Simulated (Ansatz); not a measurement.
Job for Ansatz (a program for electronic structure): R-r2SCAN/def2-TZVPP on C3H5N (SMILES CCC#N).

Ansatz 0.2 input:
```yaml
crystal:
  periodic: [false, false, false]
  atoms:
    - {symbol: C, position_ang: [-0.96437071, -0.34660207, -0.04587403]}
    - {symbol: C, position_ang: [0.26108661, 0.56842060, 0.07006577]}
    - {symbol: C, position_ang: [1.51764300, -0.16901913, -0.01459114]}
    - {symbol: N, position_ang: [2.49661632, -0.76826344, -0.08353413]}
    - {symbol: H, position_ang: [-0.97276399, -1.08714245, 0.75330972]}
    - {symbol: H, position_ang: [-1.87583676, 0.24712730, 0.02269368]}
    - {symbol: H, position_ang: [-0.96591093, -0.87423781, -0.99916668]}
    - {symbol: H, position_ang: [0.25517035, 1.32061958, -0.72216171]}
    - {symbol: H, position_ang: [0.24836611, 1.10909746, 1.01925853]}
basis:
  gaussian:
    orbitals: def2-TZVPP
hamiltonian:
  xc: {name: r2SCAN}
scf: {lower_state_search: off}
```

The head of its log:

```
WARN ansatz: RAYON_NUM_THREADS=2 ignored (pool sized by the plan → 2); use --threads N
Functional definition: r2SCAN
these checks for a lower state are left out or cut short: stability, starts, cluster_reference, orbital_swaps, neighbouring_geometries, increment
integrals: 0.08 GiB planned
990 factors; their error is unknown
mean field: 0.76 GiB planned
mean field evaluation 1: about -4671.6934 eV, gradient 6.5e1 eV
mean field evaluation 2: about -4665.1783 eV, gradient 8.2e1 eV
```

Q: Predict the final total energy.

A: -172.0261 hartree.
